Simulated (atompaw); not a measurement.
# Reading a pseudo-wave (molybdenum)

Columns: radius, all-electron u(r) and pseudo u(r) of the 4d shell (level -2.98 eV) of molybdenum in the configuration [Ar] 3d10 4s2 4p6 4d5.5 5s0.5 5p0; PBEsol, scalar-relativistic, PAW (atompaw) scheme, atompaw 4.2.0.5.

```csv
r (bohr),all-electron,pseudo
0.108,-0.1382,0.0004
0.215,-0.3137,0.0034
0.323,-0.3065,0.0113
0.431,-0.1676,0.0259
0.538,0.0188,0.0485
0.646,0.2055,0.0798
0.754,0.3670,0.1197
0.862,0.4955,0.1671
0.969,0.5897,0.2199
1.077,0.6550,0.2769
1.185,0.6954,0.3350
1.292,0.7160,0.3911
1.400,0.7220,0.4436
1.508,0.7169,0.4896
1.615,0.7041,0.5268
1.723,0.6858,0.5549
1.831,0.6638,0.5728
1.938,0.6397,0.5805
2.046,0.6142,0.5789
2.154,0.5881,0.5694
2.262,0.5619,0.5535
2.369,0.5364,0.5334
2.477,0.5111,0.5106
2.585,0.4867,0.4867
2.692,0.4632,0.4633
2.800,0.4405,0.4405
```

Q: How many radial nodes do the two functions have?

A: The all-electron 4d function has n − l − 1 = 1; the pseudo-wave has 0, since the states of the same l below it are removed with the core.

Q: Is the pseudo-wave norm-conserving?

A: No, it belongs to a PAW set: the norm inside the radius is not constrained, and the difference is carried by the augmentation charge.
